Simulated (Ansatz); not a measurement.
A nudged elastic band was laid between two geometries of ClGeH3O3 + FH (10 atoms, charge 0, multiplicity 1).

Computed with RKS PBE0-D4/def2-SVP in Ansatz 0.2.0.

```yaml
movable_images: 5
climbing_image: yes
spring: 5.0 eV/Å²
optimiser: quadratic models (default)
start_path: through a guess of the saddle point
force_threshold: 0.05 eV/Å
iteration_limit: 60
end_points: relaxed
```

Initial state:

```xyz
10
Properties=species:S:1:pos:R:3
Ge -0.049 -0.094 0.002
Cl -0.103 -0.215 2.181
O 1.583 -0.202 -0.603
H 1.774 -1.113 -0.860
O -0.888 1.325 -0.566
H -1.751 1.066 -0.914
O -0.936 -1.524 -0.534
H -1.290 -2.035 0.203
F 1.319 2.142 1.073
H 1.063 1.738 1.867
```

Final state:

```xyz
10
Properties=species:S:1:pos:R:3
Ge 0.130 0.119 -0.410
Cl -0.574 0.039 3.257
O 1.219 -0.120 -1.749
H 1.859 -0.825 -1.597
O -1.216 1.093 -0.924
H -0.986 1.712 -1.627
O -0.330 -1.382 0.329
H -0.605 -1.268 1.254
F 0.975 1.033 0.833
H 0.249 0.687 2.483
```

Problem. Which bonds break or form, and what moves?

Solution. Bonds broken: Ge1–Cl2, F9–H10. Bonds formed: Ge1–F9, Cl2–H10. ClGeH3O3 + FH becomes ClH + FGeH3O3.

Problem. Give the energies along the band, and the barrier.

Solution. The forces met the threshold. The highest image is number 2 of 0 to 6, 0.54 eV above the first end and 0.76 eV above the last; the last end lies 0.22 eV below the first. A vibrational analysis at the climbing image gives one clearly imaginary mode, 137i cm⁻¹: a first-order saddle point. The orbitals stay closed-shell, which can raise the energy where a bond breaks towards radicals; this wasn't checked here.

```tsv
image	path coordinate (Å)	energy (eV)	Ge1–Cl2 (Å)	F9–H10 (Å)	Ge1–F9 (Å)
0	0.00	0.00	2.18	0.93	2.83
1	1.48	0.19	2.23	0.93	2.82
2	2.96	0.54	2.52	1.00	2.10
3	4.00	-0.14	3.21	1.63	1.78
4	5.04	-0.18	3.62	1.81	1.76
5	6.09	-0.21	3.65	1.85	1.75
6	7.13	-0.22	3.73	1.84	1.76
```

Problem. What is the geometry of the highest image?

Solution. 
```xyz
10
Properties=species:S:1:pos:R:3:forces:R:3
Ge 0.094 0.064 -0.213 0.00 0.00 0.00
Cl -1.155 0.491 1.938 0.00 0.00 0.00
O 1.466 0.013 -1.290 -0.02 0.00 0.01
H 1.895 -0.849 -1.245 0.01 0.01 -0.01
O -0.916 1.267 -0.959 0.00 -0.01 0.00
H -1.602 1.534 -0.332 0.00 0.00 -0.01
O -0.189 -1.641 0.069 0.00 0.01 0.00
H -0.799 -1.758 0.810 0.00 0.01 0.00
F 1.339 0.973 1.209 -0.01 -0.01 0.02
H 0.588 0.995 1.862 0.01 0.00 -0.03
```

Problem. What are the harmonic wavenumbers there?

Solution. 137i, 70, 150, 204, 237, 258, 264, 288, 337, 368, 447, 491, 715, 765, 770, 807, 930, 952, 976, 1054, 2776, 3849, 3853, 3892 cm⁻¹.

The band took 33 iterations and of the order of 24 core-minutes.

The run took 6.6 min on 4 threads of Arm Neoverse V1, with other jobs on the host, peak memory 0.38 GiB.
